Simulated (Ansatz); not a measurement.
System: sum formula SiNH, net charge 0, singlet state. 
Geometry from a B3LYP-D3(BJ)/def2-TZVP (Ansatz, a first-principles code) optimisation:
SMILES: [NH+]#[Si-]
```xyz
3

H      0.0000     0.0000    -1.9406
N      0.0000     0.0000    -0.9406
Si     0.0000     0.0000     0.6089
```
Charge 0, spin multiplicity 1.

Basis-set convergence of Hartree-Fock and MP2 correlation energies (hartree) with Ansatz. Correlated levels leave the core frozen unless marked. Spin-orbit coupling is left out. No relativistic terms.

```json
[
 {"basis": "def2-SVP", "functions": "37", "E(HF)": "-343.79920", "E(corr, MP2)": "-0.25217"},
 {"basis": "def2-TZVPP", "functions": "87", "E(HF)": "-343.97135", "E(corr, MP2)": "-0.30781"},
 {"basis": "def2-QZVPP", "functions": "157", "E(HF)": "-343.98291", "E(corr, MP2)": "-0.32940"}
]
```

Extrapolating the two largest sets (X = 3 and 4) as X^-3: E(corr) = (64·(-0.32940) - 27·(-0.30781))/37 = -0.3452 Eh, an estimate of the basis-set limit. The largest set recovers 95.4 % of it, the smallest 73.1 %.
